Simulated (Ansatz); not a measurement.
`F[SiH](S)[GeH3]` + `[AlH3]` → `F[SiH]([AlH2])[GeH3]` + H₂S  (formal exchange of groups at the Si–S bond)

Calculated with Ansatz (gas phase, PBE0-D4/def2-TZVP geometries, no zero-point term in ΔE). CCSD(T)/CBS adds triple-zeta CCSD(T) − MP2 to the extrapolated MP2 energy (def2 sets, frozen cores). This one scheme is used for every species. DFT in def2-TZVPP. For Ge outer-core shells are correlated without core-valence functions, which leaves a few kJ/mol of doubt a bond. Scalar relativity is left out up to krypton. One conformer a species, not always the lowest.

Task: Is it downhill or uphill in electronic energy at CCSD(T)/CBS, and by how much? (An estimate is asked.)

Result: The calculation gave: Uphill: ΔE = +0.71 eV.

Task: What do these levels give: PBE0, HF/def2-TZVPP, MP2/def2-TZVPP, SCS-MP2/def2-TZVPP, HF/CBS(def2), MP2/CBS(def2)? (Estimate.)

Result: Computed: PBE0 0.62, HF/def2-TZVPP 0.75, MP2/def2-TZVPP 0.80, SCS-MP2/def2-TZVPP 0.77, HF/CBS(def2) 0.75, MP2/CBS(def2) 0.83 eV.

Largest T1 diagnostic among the species: 0.012.

From PBE to PBE0 (25 % exact exchange), in def2-TZVPP and without D4, ΔE moves by +0.04 eV. The D4 term adds +0.04 eV with B3LYP and +0.02 eV with PBE0; it sums over pairs of atoms, weighted by their polarisabilities, and B3LYP, whose exchange is more repulsive, gets the larger term.

B3LYP here is the variant with VWN-RPA as its local correlation; programs differ in this.
